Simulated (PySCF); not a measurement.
An equivalent PySCF input for Be⁺ (beryllium, charge +1), [He] 2s1, 2S determinant, with the spin-free X2C one-electron Hamiltonian (Gaussian nucleus):

```python
from pyscf import gto, scf, dft, mp, cc
import basis_set_exchange as bse
mol = gto.M(atom="Be 0 0 0", charge=1, spin=1, symmetry="D2h",
            basis=gto.basis.parse(bse.get_basis("dyall-acv3z", elements=["Be"], fmt="nwchem")),
            nucmod="G")
mf = dft.UKS(mol, xc="R2SCAN").sfx2c1e()
mf.irrep_nelec = {'Ag': (2, 1)}
mf.kernel()
```

It reaches the same state as the run whose output follows, with an energy that differs only through the grid. The run itself started from symmetry-adapted Hartree-Fock orbitals and held the occupation by maximum overlap, on a logarithmic radial grid, so the iterations belong to that start.

```
SCF conv_tol = 1e-09
number electrons alpha = 2  beta = 1
XC functionals = R2SCAN
    J. W. Furness, A. D. Kaplan, J. Ning, J. P. Perdew, and J. Sun.,  J. Phys. Chem. Lett. 11, 8208-8215 (2020)
    J. W. Furness, A. D. Kaplan, J. Ning, J. P. Perdew, and J. Sun.,  J. Phys. Chem. Lett. 11, 9248-9248 (2020)
    J. W. Furness, A. D. Kaplan, J. Ning, J. P. Perdew, and J. Sun.,  J. Phys. Chem. Lett. 11, 8208-8215 (2020)
    J. W. Furness, A. D. Kaplan, J. Ning, J. P. Perdew, and J. Sun.,  J. Phys. Chem. Lett. 11, 9248-9248 (2020)
cycle= 1 E= -14.3284832621039  delta_E= -0.000787  |g|= 0.00422  |ddm|= 0.0411
cycle= 2 E= -14.3284863593093  delta_E= -3.1e-06  |g|= 0.000388  |ddm|= 0.0052
cycle= 3 E= -14.3284864058218  delta_E= -4.65e-08  |g|= 5.94e-05  |ddm|= 0.000722
cycle= 4 E= -14.3284864067502  delta_E= -9.28e-10  |g|= 5.11e-06  |ddm|= 0.000121
converged SCF energy = -14.3284864067502  <S^2> = 0.75002679  2S+1 = 2.0000268
```
